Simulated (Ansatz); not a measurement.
Reaction (formal exchange of groups at a Ge–H bond): `[SiH3][GeH2][SiH3]` + `N=CO` → `[OH][GeH]([SiH3])[SiH3]` + `C=N`

Computed with Ansatz on PBE0-D4/def2-TZVP structures; ΔE is electronic, products minus reactants. CCSD(T)/CBS adds triple-zeta CCSD(T) − MP2 to the extrapolated MP2 energy (def2 sets, frozen cores). This one scheme is used for every species. Functionals use def2-TZVPP. For Ge outer-core shells are correlated without core-valence functions, which leaves a few kJ/mol of doubt a bond. Scalar relativity is left out up to krypton. One conformer a species, not always the lowest.

```csv
level,ΔE (kcal/mol)
r2SCAN-D4,1.1
LC-ωPBE,1.0
RPA@PBE/def2-TZVPP,-3.6
MP2/CBS(def2),-2.9
```

Question: What does CCSD(T)/CBS give? (An estimate is asked.)

Answer: Ansatz gave: -3.0 kcal/mol. The listed levels differ from it by 4.1, 4.0, -0.6, 0.1 kcal/mol.

Largest T1 diagnostic among the species: 0.014.

Leaving LDA and LC-ωPBE aside and taking each functional with its dispersion term where it has one, the values, not all of them listed here, spread over 3.4 kcal/mol, from B2PLYP to PBE-D4. LDA lies +4.9 kcal/mol from PBE without D4. At CCSD(T), def2-SVP lies +4.9 kcal/mol from the extrapolated value and def2-TZVPP +0.1 kcal/mol.
